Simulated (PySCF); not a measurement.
Compound: C₃H₁₃BGaNO.
Numbering: `[BH2:1][N:2]([CH3:3])[GaH2-:4][O+:5]([CH3:6])[CH3:7]` (hydrogens: H8, H9 on B1; H10, H11, H12 on C3; H13, H14 on Ga4; H15, H16, H17 on C6; H18, H19, H20 on C7)

Geometry (PBE0-D3(BJ)/def2-SVP, Å), atoms numbered from 1 in this order:
```
atom  x, y, z in Å
B1    -2.045   -0.645    0.007
N2    -1.399    0.356   -0.711
C3    -1.581    0.506   -2.141
Ga4   -0.208    1.541    0.195
O5     1.395    0.158    0.431
C6     1.372   -0.728    1.535
C7     1.875   -0.430   -0.763
H8    -1.863   -0.731    1.207
H9    -2.775   -1.441   -0.555
H10   -2.261   -0.268   -2.531
H11   -2.006    1.490   -2.401
H12   -0.625    0.424   -2.690
H13    0.507    2.541   -0.790
H14   -0.483    1.785    1.718
H15    0.976   -0.172    2.393
H16    2.395   -1.074    1.754
H17    0.719   -1.593    1.331
H18    1.912    0.359   -1.525
H19    2.889   -0.830   -0.602
H20    1.203   -1.236   -1.099
```

Theory: TDDFT CAM-B3LYP/def2-SVPD, vertical, gas phase, core orbitals frozen in the response in PySCF 2.14.0, density-fitted response routines. The CAM-B3LYP/def2-SVPD calculation is non-relativistic and has no spin–orbit coupling, an omission that weighs most on gallium.

```csv
state,E (eV),E (hartree),f,"main configurations (H = HOMO, L = LUMO)"
S1,6.44,0.2367,0.0020,"H-1→L+2 (35%), H-1→L+1 (22%), H-1→L (15%)"
S2,6.48,0.2382,0.068,"H→L+1 (70%), H→L (17%)"
S3,6.93,0.2548,0.085,"H→L+2 (31%), H-1→L+1 (20%), H-2→L+1 (12%)"
S4,7.04,0.2586,0.026,"H→L+2 (38%), H-1→L+1 (19%), H→L+3 (10%)"
S5,7.08,0.2601,0.015,"H→L (46%), H→L+1 (12%), H→L+3 (11%)"
S6,7.37,0.2709,0.014,"H-2→L+1 (64%), H-1→L+1 (13%)"
S7,7.56,0.2778,0.057,"H-1→L (36%), H→L+3 (18%)"
S8,7.63,0.2804,0.026,"H-1→L (30%), H→L+3 (20%)"
S9,7.77,0.2856,0.0049,"H-3→L+2 (34%), H-3→L (13%), H-3→L+1 (11%)"
S10,7.91,0.2905,0.051,"H-1→L+3 (24%), H-2→L (21%), H-2→L+2 (12%)"
```

Triplets (Tamm–Dancoff): T1 5.23 eV, H→L+2 (47%), H→L (14%), H→L+1 (10%); T2 5.97 eV, H-1→L+2 (36%), H-1→L+1 (19%), H-1→L (13%); T3 6.36 eV, H→L+1 (57%), H-2→L+1 (16%); T4 6.58 eV, H-1→L+1 (34%), H-2→L+1 (23%), H→L+1 (13%).

The lowest singlet comes at 193 nm (621 kJ/mol) in the vacuum ultraviolet; it is very weak; its leading configuration is HOMO-1→LUMO+2 (35%). The most intense listed level is S3 at 6.93 eV (179 nm, f = 0.085), 0.49 eV above S1. Löwdin shares by element: HOMO nitrogen 50%, boron 15%, carbon 13% or more, hydrogen 5% or more (atoms not listed hold the other 17%); LUMO gallium 22%, carbon 18% or more, boron 10% (atoms not listed hold the other 50%). Of the 10 states listed, 8 reach f = 0.01 and none stays under 0.0005. Weighted by f, the mean energy of these states is 7.18 eV. The listed states span 1.47 eV, and the widest gap between neighbours is 0.45 eV (S2 to S3). All these states lie below the vertical ionisation energy of 9.16 eV (ΔSCF). Singlets were solved by full linear response, triplets in the Tamm–Dancoff approximation.

One conformer stands for the species.
